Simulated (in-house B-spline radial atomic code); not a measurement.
**B3LYP (VWN-RPA) excitations of the bromine ion Br⁷⁺**

Method: B3LYP (VWN-RPA). Computed with a B-spline radial code for spherical atoms: linear response of the closed shell [Ar] 3d10 with the functional's adiabatic kernel; scalar-relativistic (spin-free one-electron X2C), finite nucleus, no spin-orbit coupling, no double excitations, S, P, D and F terms only. Only terms of natural parity with L up to 3 were computed.

Command:
```bash
python run_td.py task.json out
```
Settings (radii: box in bohr, nucleus in fm):
```
Z                        35
electrons                28
configuration            [Ar] 3d10
hamiltonian              x2c
method                   b3lyp
box_radius               12.81
rms_radius               4.1629
intervals                70
```

Cost of the run: 0.8 s on 1 thread of AMD EPYC 9R45 96-Core Processor (Zen 5) (shared host).

The lowest states, in the order of their Tamm-Dancoff energies; the method's threshold (minus the highest occupied level) is 180.11 eV. Labels give the largest channel, * marks a mixed state, and oscillator strengths are full-response dipole values. Semilocal kernels can invert the small singlet-triplet splittings of Rydberg terms. Energies in eV:

```json
{"state": "3d → 4s 3D", "full response": "64.74", "Tamm-Dancoff": "64.75", "oscillator strength": "-"}
{"state": "3d → 4s 1D", "full response": "65.71", "Tamm-Dancoff": "65.72", "oscillator strength": "-"}
{"state": "3d → 4p 3P", "full response": "?", "Tamm-Dancoff": "?", "oscillator strength": "-"}
{"state": "3d → 4p 3F", "full response": "81.87", "Tamm-Dancoff": "81.89", "oscillator strength": "-"}
{"state": "3d → 4p 1F", "full response": "82.70", "Tamm-Dancoff": "82.70", "oscillator strength": "-"}
{"state": "3d → 4p 1P", "full response": "84.00", "Tamm-Dancoff": "84.09", "oscillator strength": "0.544"}
{"state": "3d → 4d 3S", "full response": "?", "Tamm-Dancoff": "?", "oscillator strength": "-"}
{"state": "3d → 4d 3D", "full response": "108.25", "Tamm-Dancoff": "108.27", "oscillator strength": "-"}
{"state": "3d → 4d 1D", "full response": "109.34", "Tamm-Dancoff": "109.36", "oscillator strength": "-"}
{"state": "3d → 4d 1S", "full response": "116.38", "Tamm-Dancoff": "117.31", "oscillator strength": "-"}
```

(1) Where does 3d → 4p 3P lie?

(2) Where does 3d → 4d 3S lie?

(3) How large is the singlet-triplet splitting of 3d → 4s (D terms) in Tamm-Dancoff?

(4) What polarisabilities and dispersion coefficient does the method give?

Answers

(1) At 81.57 eV in full response, 81.59 eV in Tamm-Dancoff.

(2) At 107.11 eV in full response, 107.16 eV in Tamm-Dancoff.

(3) 0.96 eV, from the unrounded values.

(4) Dipole 0.2803 bohr³, quadrupole 0.2226 bohr⁵, C6 0.3652 hartree·bohr⁶ for two such species.
